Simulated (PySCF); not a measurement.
Atomic charges against the basis set

Species: C₂H₆BFN₂.
Z-matrix (Å and degrees, PBE0-D3(BJ)/def2-SVP geometry), rows numbered from 1:
```
C 
N   1  1.2621
C   2  1.4381  1  119.35
B   3  1.5858  2  111.68  1   127.16
N   4  1.3896  3  121.32  2     7.66
F   4  1.3435  3  118.44  2  -173.48
H   1  1.0997  2  119.71  3  -178.97
H   1  1.1094  2  123.30  3     1.34
H   3  1.1073  2  108.38  1  -117.31
H   3  1.1113  2  113.85  1     0.70
H   5  1.0124  4  119.38  3     1.14
H   5  1.0105  4  124.26  3   177.62
```

PBE0 throughout (PySCF), one geometry, spherical d and f functions. Geometry: PBE0-D3(BJ)/def2-SVP, one conformer, isolated molecule. The first 7 of 10 kinds of atom are listed.

Mulliken charges (e):

```
        basis  functions      C1      N2      C3      B4      N5      F6      H7
       STO-3G         36  -0.064  -0.233  -0.186  +0.374  -0.482  -0.136  +0.084
        6-31G         66  -0.164  -0.317  -0.453  +0.741  -0.847  -0.330  +0.172
     pcSseg-0         66  -0.129  -0.568  -0.626  +0.953  -0.860  -0.345  +0.229
       6-31G*         96  -0.186  -0.294  -0.408  +0.596  -0.802  -0.292  +0.173
      cc-pVDZ        114  +0.016  -0.233  -0.036  +0.062  -0.041  -0.138  +0.048
     def2-SVP        114  -0.011  -0.260   0.000  +0.056  -0.126  -0.150  +0.061
  aug-cc-pVDZ        192  +0.480  -0.346  +0.718  +0.882  -0.034  -0.608  -0.297
6-311+G(2d,p)        198  -0.140  -0.110  -0.522  +0.779  -0.733  -0.314  +0.126
    def2-TZVP        222  -0.146  -0.215  -0.171  +0.336  -0.478  -0.276  +0.131
      cc-pVTZ        264  -0.110  -0.190  -0.100  +0.210  -0.225  -0.229  +0.112
     IGLO-III        270  -0.001  -0.322  -0.267  +0.706  -0.549  -0.390  +0.123
```

IAO charges (e):

```tsv
basis	functions	C1	N2	C3	B4	N5	F6	H7
STO-3G	36	-0.167	-0.179	-0.331	+0.364	-0.477	-0.177	+0.131
6-31G	66	-0.157	-0.231	-0.346	+0.502	-0.581	-0.333	+0.157
pcSseg-0	66	-0.139	-0.236	-0.341	+0.476	-0.542	-0.320	+0.148
6-31G*	96	-0.127	-0.245	-0.325	+0.531	-0.584	-0.337	+0.145
cc-pVDZ	114	-0.132	-0.239	-0.324	+0.514	-0.572	-0.336	+0.145
def2-SVP	114	-0.124	-0.239	-0.321	+0.510	-0.563	-0.334	+0.140
aug-cc-pVDZ	192	-0.133	-0.251	-0.330	+0.527	-0.600	-0.346	+0.152
6-311+G(2d,p)	198	-0.132	-0.253	-0.333	+0.532	-0.603	-0.347	+0.152
def2-TZVP	222	-0.132	-0.251	-0.333	+0.537	-0.602	-0.348	+0.150
cc-pVTZ	264	-0.134	-0.248	-0.334	+0.535	-0.600	-0.347	+0.150
IGLO-III	270	-0.133	-0.252	-0.334	+0.536	-0.605	-0.349	+0.152
```

Hirshfeld charges (e):

```csv
basis,functions,C1,N2,C3,B4,N5,F6,H7
STO-3G,36,+0.008,-0.167,-0.031,+0.174,-0.213,-0.082,+0.027
6-31G,66,-0.007,-0.148,-0.084,+0.208,-0.238,-0.163,+0.052
pcSseg-0,66,-0.008,-0.125,-0.096,+0.210,-0.241,-0.162,+0.047
6-31G*,96,-0.005,-0.146,-0.085,+0.205,-0.242,-0.154,+0.050
cc-pVDZ,114,-0.007,-0.120,-0.103,+0.204,-0.245,-0.150,+0.047
def2-SVP,114,-0.006,-0.126,-0.105,+0.213,-0.249,-0.156,+0.047
aug-cc-pVDZ,192,-0.007,-0.139,-0.113,+0.231,-0.258,-0.162,+0.054
"6-311+G(2d,p)",198,-0.003,-0.143,-0.108,+0.234,-0.255,-0.169,+0.053
def2-TZVP,222,-0.006,-0.137,-0.109,+0.231,-0.257,-0.165,+0.052
cc-pVTZ,264,-0.007,-0.132,-0.109,+0.229,-0.258,-0.162,+0.052
IGLO-III,270,-0.007,-0.138,-0.112,+0.235,-0.260,-0.165,+0.054
```

**Question.** Which scheme is steadiest as the basis changes?

**Answer.** Largest range over the bases for any column: Hirshfeld 0.09 e, IAO 0.17 e, Mulliken 1.34 e. Hirshfeld charges move least and Mulliken charges most, counted in e. Without the minimal STO-3G basis the ranges are Hirshfeld 0.03, IAO 0.06, Mulliken 1.34 e.

**Question.** How much do the charges still move between the two largest bases, cc-pVTZ and IGLO-III?

**Answer.** At most, over all atoms: Mulliken 0.496 e, IAO 0.005 e, Hirshfeld 0.007 e.

**Question.** What do the same runs give for the total energy, the frontier levels and the dipole moment?

**Answer.** 
```
        basis  energy (Eh)  HOMO (eV)  LUMO (eV)  μ (D)
       STO-3G    -309.6219      -4.50       3.26   0.92
        6-31G    -313.6670      -7.03       0.01   1.57
     pcSseg-0    -313.0442      -7.09      -0.10   1.50
       6-31G*    -313.7420      -7.13       0.14   1.36
      cc-pVDZ    -313.7712      -7.20      -0.01   1.50
     def2-SVP    -313.5235      -7.23      -0.10   1.47
  aug-cc-pVDZ    -313.7965      -7.45      -0.54   1.50
6-311+G(2d,p)    -313.8553      -7.49      -0.54   1.55
    def2-TZVP    -313.8817      -7.44      -0.39   1.52
      cc-pVTZ    -313.8710      -7.40      -0.30   1.51
     IGLO-III    -313.8901      -7.47      -0.50   1.51
```

The dipole is fixed by the density alone, so its range of 0.65 D shows that the density itself changes with the basis, not only its division among atoms.
